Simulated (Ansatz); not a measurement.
Reaction (redistribution): `[F][Ga]([F])[O][SiH3]` + `O[Si](O)(F)[SeH]` → `[F][Ga]([F])[SeH]` + `O[Si](O)(F)O[SiH3]`

Gas-phase electronic energies from Ansatz, PBE0-D4/def2-TZVP geometries. CCSD(T)/CBS adds triple-zeta CCSD(T) − MP2 to the extrapolated MP2 energy (def2 sets, frozen cores). DFT in def2-TZVPP. For Ga, Se outer-core shells are correlated without core-valence functions, which leaves a few kJ/mol of doubt a bond. Scalar relativity is left out up to krypton. Each species was taken in one conformer, which may not be the lowest.

```tsv
level	ΔE (kJ/mol)	difference from CCSD(T)/CBS
LDA (SPW92)	-120.3	1.0
PBE-D4	-114.6	6.7
r2SCAN-D4	-123.0	-1.7
B97M-V	-125.0	-3.7
r2SCAN0-D4	-127.1	-5.8
BHLYP-D4	-132.0	-10.7
CAM-B3LYP-D4	-126.6	-5.3
BLYP	-121.9	-0.6
r2SCANh	-124.6	-3.3
MP2/def2-SVP	-105.6	15.7
CCSD(T)/def2-SVP	-108.9	12.4
HF/def2-TZVPP	-136.1	-14.8
SCS-MP2/def2-TZVPP	-115.8	5.5
CCSD/def2-TZVPP	-121.6	-0.3
CCSD(T)/def2-TZVPP	-118.7	2.6
HF/def2-QZVPP	-136.2	-14.9
CCSD(T)/CBS	-121.3	0
```

Largest T1 diagnostic among the species: 0.014.

From r2SCAN to r2SCAN0 (25 % exact exchange), in def2-TZVPP and without D4, ΔE moves by −4.2 kJ/mol. In def2-TZVPP, CCSD(T) changes the Hartree–Fock value by +17.4 kJ/mol (the triples alone add +2.9 kJ/mol) and MP2 by +21.4 kJ/mol.
